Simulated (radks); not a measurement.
Question: Tm2.25+, configuration [Xe] 4f10.75 5d2 (fractional occupations, a model configuration). Method: scalar-relativistic Kohn-Sham, PBE, spin-unpolarised, spherical densities, point nucleus; computed with a radial shooting solver on a logarithmic mesh with Libxc functionals. Some entries of the table are withheld. Estimate them.

orbital,occ.,eigenvalue (hartree),r(max) (bohr)
1s,2,-2180.185,0.01261
2s,2,-368.9073,0.07188
2p,6,-325.8341,0.05855
3s,2,-83.98171,0.2032
3p,6,-70.94187,0.2002
3d,10,(1),0.1633
4s,2,(2),0.4639
4p,6,-13.30503,0.4850
4d,10,-7.59811,0.4998
5s,2,-2.94740,1.070
5p,6,-1.90172,1.213
4f,10.75,-1.32535,0.4873
5d,2,(3),1.653

Answer: 
(1) 3d eigenvalue (hartree): -54.85008
(2) 4s eigenvalue (hartree): -17.60265
(3) 5d eigenvalue (hartree): -0.72052
